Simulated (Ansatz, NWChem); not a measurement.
**KI (Potassium Iodide): the vertical energy of the triplet above the singlet, rung by rung**

The species is KI (2 atoms), meant as a singlet with charge 0. SMILES: `[K][I]`. Geometry: the measured bond length.

```xyz
2

K     0.0000    0.0000    0.0000
I     0.0000    0.0000    3.0478
```

Each level gives the vertical energy of the triplet above the singlet (eV). The values are calculated.

```json
{"level": "M06-L/def2-TZVPPD (core potential)", "kind": "meta-GGA", "program": "NWChem", "value (eV)": "4.23", "CPU time (all runs)": "2.2 min"}
{"level": "r2SCAN/def2-TZVPPD (core potential)", "kind": "meta-GGA", "program": "Ansatz", "value (eV)": "3.92", "CPU time (all runs)": "3.7 min"}
{"level": "B3LYP/def2-TZVPPD (core potential)", "kind": "global hybrid", "program": "Ansatz", "value (eV)": "3.77", "CPU time (all runs)": "45 s"}
{"level": "r2SCAN0/def2-TZVPPD (core potential)", "kind": "hybrid meta-GGA", "program": "Ansatz", "value (eV)": "3.89", "CPU time (all runs)": "88 s"}
{"level": "HSE06/def2-TZVPPD (core potential)", "kind": "range-separated hybrid", "program": "Ansatz", "value (eV)": "3.80", "CPU time (all runs)": "63 s"}
{"level": "PBE-QIDH/def2-TZVPPD (core potential)", "kind": "double hybrid", "program": "Ansatz", "value (eV)": "3.90", "CPU time (all runs)": "48 s"}
{"level": "RPA@PBE/def2-TZVPPD (core potential)", "kind": "RPA", "program": "Ansatz", "value (eV)": "3.36", "CPU time (all runs)": "91 s"}
{"level": "CCSD/def2-TZVPPD (core potential)", "kind": "coupled cluster or CI", "program": "Ansatz", "value (eV)": "3.71", "CPU time (all runs)": "39 s"}
```

Spin-orbit coupling, which can split open shells on such heavy atoms by tenths of an eV, is left out. The values span 3.36 to 4.23 eV. In the correlated wave-function rows the outer d shell of I is correlated, in sets not made for it. Times are those of the runs behind each value, whatever else they computed, on shared processors of several kinds: orders of magnitude only.
